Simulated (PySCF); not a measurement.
## Dipole response of Co (cobalt, neutral)

[Ar] 3d9, 2D determinant (an excited configuration). Calculation: PySCF 2.14, in aug-cc-pwCVTZ-DK (10s9p7d4f3g, 127 functions); the spin-free X2C one-electron Hamiltonian (Gaussian nucleus). Coupled (time-dependent) response in atomic units; α is the mean over directions.

| method | mean α (bohr³) | α xx, yy, zz | C₆ (like pair) | S(−4) |
| --- | --- | --- | --- | --- |
| UHF | 27.75 | 20.65, 20.65, 41.96 | 85.74 | 5199 |
| PBE | 83.23 | 61.43, 61.43, 126.8 | 234.1 | 195100 |

S(−4) is the Cauchy moment in α(ω) = α(0) + S(−4) ω² + …

α(iu) at UHF:

```tsv
u (hartree)	α(iu) (bohr³)
0	27.75
0.0500	21.04
0.100	14.94
0.200	9.197
0.300	6.903
0.500	5.022
0.750	3.901
1.00	3.150
1.50	2.148
2.00	1.542
3.00	0.9070
5.00	0.4307
```

A single London oscillator, α(iu) = α/(1 + u²/ω²), gives C₆ = (3/4) ω α². Matching the computed C₆ needs ω = 4 × 85.74 / (3 × 27.75²) = 0.148 hartree.

The components differ because the open shell of this determinant is not spherical; for a pure term their mean is the scalar polarisability.
